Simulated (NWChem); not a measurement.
All runs are NWChem calculations. System: H₂ClNSn, charge 0, spin multiplicity 1, at a geometry optimised with PBE/def2-SVP with def2 effective core potentials on Sn. The structure started from a generated list of species. Level: G0W0@PBE0/def2-TZVPD with def2 effective core potentials on Sn, RI basis def2-tzvpd-rifit, no spin-orbit coupling.

Input file:

```
start mol
memory heap 200 mb stack 700 mb global 1700 mb
geometry units angstroms nocenter noautoz
  Sn     0.450723    -0.380522     0.000000
  Cl    -1.904953     0.219598     0.000000
  N      1.059557     1.576231     0.000000
  H      2.032325     1.898345     0.000000
  H      0.398809     2.360958     0.000000
  symmetry group Cs
end
basis spherical
  * library def2-tzvpd
end
ecp
  Sn library def2-ecp
end
basis "ri basis" bse spherical
  * library def2-tzvpd-rifit
end
dft
  xc pbe0
  iterations 100
  direct
  tolerances tight
end
task dft energy
gw
  method cdgw
  states alpha occ 4 vir 2
end
task dft gw
```

Output (cleaned and shortened):

```
             Northwest Computational Chemistry Package (NWChem) 7.3.0
             --------------------------------------------------------

                                NWChem Input Module
                                -------------------

 Scaling coordinates for geometry "geometry" by  1.889725989
 (inverse scale =  0.529177249)

 Turning off AUTOSYM since
 SYMMETRY directive was detected!

                             Geometry "geometry" -> ""
                             -------------------------

 Output coordinates in angstroms (scale by  1.889725989 to convert to a.u.)

  No.       Tag          Charge          X              Y              Z
 ---- ---------------- ---------- -------------- -------------- --------------
    1 Sn                  50.0000     0.45072300    -0.38052200     0.00000000
    2 Cl                  17.0000    -1.90495300     0.21959800     0.00000000
    3 N                    7.0000     1.05955700     1.57623100     0.00000000
    4 H                    1.0000     2.03232500     1.89834500     0.00000000
    5 H                    1.0000     0.39880900     2.36095800     0.00000000

 Effective nuclear repulsion energy (a.u.)     326.4152330408

            Nuclear Dipole moment (a.u.)
            ----------------------------
        X                 Y               Z
 ---------------- ---------------- ----------------
    -0.0000340151    -0.0000264562     0.0000000000

      Symmetry information
      --------------------

 Group name             Cs
 Group number              2
 Group order               2
 No. of unique centers     5

      Symmetry unique atoms

     1    2    3    4    5


 Summary of "ao basis" -> "" (spherical)
 ------------------------------------------------------------------------------
       Tag                 Description            Shells   Functions and Types
 ---------------- ------------------------------  ------  ---------------------
 *                         def2-tzvpd                 on all atoms

 Summary of "ri basis" -> "" (spherical)
 ------------------------------------------------------------------------------
[...]
           0.000000000000           0.000000000000         831.740920524801

     Multipole analysis of the density
     ---------------------------------

     L   x y z        total         alpha         beta         nuclear
     -   - - -        -----         -----         ----         -------
     0   0 0 0     -0.000000    -24.000000    -24.000000     48.000000

     1   1 0 0      1.321296     12.585067     12.585067    -23.848837
     1   0 1 0     -0.118310    -10.126294    -10.126294     20.134278
     1   0 0 1     -0.000000     -0.000000     -0.000000      0.000000

     2   2 0 0    -34.312132   -156.977033   -156.977033    279.641935
     2   1 1 0      0.882199     -9.567960     -9.567960     20.018120
     2   1 0 1      0.000000      0.000000      0.000000      0.000000
     2   0 2 0    -30.658680    -69.921441    -69.921441    109.184203
     2   0 1 1     -0.000000     -0.000000     -0.000000      0.000000
     2   0 0 2    -32.058121    -16.029060    -16.029060      0.000000

 Task  times  cpu:       26.8s     wall:       26.8s

                                NWChem Input Module
                                -------------------

                                 NWChem GW Module
                                 ----------------

                             ***********************
                             ***        GW       ***
                             ***********************

 Summary of "ri basis" -> "ri basis" (spherical)
 ------------------------------------------------------------------------------
       Tag                 Description            Shells   Functions and Types
 ---------------- ------------------------------  ------  ---------------------
 Sn                     def2-tzvpd-rifit            42      200   10s9p9d7f4g3h
 Cl                     def2-tzvpd-rifit            33      129   10s8p7d6f2g
 N                      def2-tzvpd-rifit            26       92   9s7p5d4f1g
 H                      def2-tzvpd-rifit            10       24   5s3p2d

                 Memory Information
                 ------------------
          Available GA per process is          1699.8 MBs
          Available stack per process is        700.0 MBs
          Available heap per process is           0.0 MBs

          Peak memory in Initialization
              Peak GA per process is                 16.4 MBs
              Peak stack per process is               0.3 MBs
              Peak heap per process is               17.1 MBs
              Memory not in MA per process            0.0 MBs

          Peak memory in CDGW Calculation
              Peak GA per process is                 20.0 MBs
              Peak stack per process is               3.4 MBs
              Peak heap per process is                3.5 MBs
              Memory not in MA per process            0.0 MBs

          Computing 2-center integrals
          Computing Inverse Cholesky factor
          Computing 3-center integrals
          Computing Vxc

          Computing Sigma_x
          Computing W(iw) on the imaginary grid
          Solving quasiparticle equations

                  Alpha Orbitals
          State     Energy (eV)     Error (eV)
          -----------------------------------
@GW        21        -10.465           0.004
@GW        22        -10.410           0.004
@GW        23         -9.530           0.004
@GW        24         -9.150           0.004
@GW        25         -0.481           0.005
@GW        26          0.803           0.004

     GW Timing Statistics
   ------------------------
   Init.   :          0.1s
     ERIs  :          1.8s
     Distr.:          0.0s
     Vxc   :          3.0s
   Vmo     :          0.0s
   iW      :          3.2s
   I_n     :          0.0s
   R_n     :          0.2s
   GW total:          8.3s

 Task  times  cpu:        8.3s     wall:        8.3s

 Total times  cpu:       35.1s     wall:       35.1s
```
